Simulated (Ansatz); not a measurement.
Ansatz (a program for electronic structure) input:

Ansatz 0.2 input:
```yaml
crystal:
  periodic: [false, false, false]
  atoms:
    - {symbol: Se, position_ang: [-1.69319154, 0.06242990, -0.02419136]}
    - {symbol: C, position_ang: [-0.00077143, -0.22172457, 0.47130751]}
    - {symbol: Se, position_ang: [1.69332767, -0.02330204, -0.05898055]}
basis:
  gaussian:
    orbitals: def2-TZVPD
hamiltonian:
  xc: {name: revPBE}
total_charge: -1
magnetization: {spin_polarized: true, initial_magnetization: 1}
output: {forces: true}
```

**Question.** What final total energy does it print?

**Answer.** -4840.84415 Eh (revPBE/def2-TZVPD). The basis has 151 functions.
